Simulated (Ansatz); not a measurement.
The first iterations of a band of H2S + H7N3Si (14 atoms, charge 0, multiplicity 1).

Computed with RKS PBE/6-31G* (Ansatz).

| Quantity | Value |
| --- | --- |
| movable images | 9 |
| climbing image | yes |
| spring | 5.0 eV/Å² |
| optimiser | quadratic models (default) |
| start path | through a guess of the saddle point |
| force threshold | 0.05 eV/Å |
| iteration limit | 60 |
| end points | relaxed |

Image 0:

```xyz
14
Properties=species:S:1:pos:R:3
Si -0.180 0.382 -0.032
H -0.460 0.687 1.414
N 1.539 0.473 -0.225
H 2.107 -0.060 0.438
H 1.910 0.353 -1.170
N -0.796 1.427 -1.280
H -1.803 1.452 -1.443
H -0.399 2.365 -1.353
N -0.933 -1.209 -0.223
H -1.724 -1.422 0.390
H -1.136 -1.531 -1.173
S 1.618 -3.195 0.745
H 0.517 -2.438 0.346
H 1.067 -3.488 1.953
```

Image 10:

```xyz
14
Properties=species:S:1:pos:R:3
Si -0.210 -0.773 -0.375
H 2.076 1.058 2.007
N 1.472 -0.387 -0.137
H 2.148 -1.148 -0.071
H 1.857 0.399 -0.663
N -0.993 0.765 -0.202
H -2.007 0.787 -0.324
H -0.718 1.331 0.603
N -0.921 -1.408 -1.837
H -0.665 -2.356 -2.118
H -0.932 -0.786 -2.648
S -0.448 -2.382 1.071
H -1.607 -2.842 0.529
H 2.279 1.540 2.550
```

| iteration | highest image above the first end (eV) | largest band force component (eV/Å) |
| --- | --- | --- |
| 1 | 5.665 | 23.817 |
| 2 | 3.230 | 4.855 |
| 3 | 2.638 | 2.573 |
| 4 | 1.874 | 2.129 |
| 5 | 1.541 | 1.063 |
| 6 | 1.522 | 0.668 |
| 7 | 1.400 | 1.886 |
| 8 | 1.249 | 0.608 |
| 9 | 1.090 | 0.513 |
| 10 | 0.897 | 0.571 |
| 11 | 0.852 | 0.465 |

Does the band converge within its limit, and where does its top end?

The run converged. It ended after 35 iterations with the highest image 1.610 eV above the first end. Beside the main top the profile has a ripple of under 15 meV (maxima at images 4, 8), which may be a very shallow well or noise. Neighbouring images differ by up to 1.4 eV, so the band resolves the path poorly. A vibrational analysis at the climbing image gives one clearly imaginary mode, 771i cm⁻¹: a first-order saddle point. The orbitals stay closed-shell, which can raise the energy where a bond breaks towards radicals; this wasn't checked here.

The run took 13 min on 2 threads of Arm Neoverse V1 (shared host), peak memory 0.16 GiB.
